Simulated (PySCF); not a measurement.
B3LYP has the VWN-RPA correlation part, as in Gaussian. Excitations are Tamm–Dancoff values on a coarser integration grid. The basis has no diffuse functions, so Rydberg states are missing or too high.

Cartesian coordinates (Å):
SMILES: CO[Si@@H]([SiH2][SiH3])C(F)(F)F
```xyz
18

C     -2.3350    -1.6909    -0.0431
O     -1.0131    -1.2784    -0.3403
Si     0.1102    -0.7561     0.7669
Si     2.0564    -0.2300    -0.4191
Si     1.5989     1.6048    -1.8201
C     -0.5469     0.8851     1.5685
F     -0.7246     1.8568     0.6408
F      0.3215     1.3693     2.4836
F     -1.7374     0.7230     2.1918
H     -2.9482    -0.8490     0.3210
H     -2.3493    -2.4870     0.7237
H     -2.7903    -2.0866    -0.9632
H      0.2435    -1.7100     1.9083
H      3.1435     0.0991     0.5508
H      2.4627    -1.4288    -1.2112
H      0.3092     1.3721    -2.5295
H      2.6905     1.7605    -2.8265
H      1.5085     2.8461    -1.0023
```
Charge 0, multiplicity 1.

### Question
Give the T1 excitation (TDA), total energy and S1 excitation (TDA) at the level B3LYP-D3(BJ)/def2-TZVP // B3LYP-D3(BJ)/def2-SVP (PySCF 2.14.0).

### Answer

```yaml
T1 excitation (TDA): 5.63 eV
total_energy: -36060.87 eV
S1 excitation (TDA): 6.19 eV
```
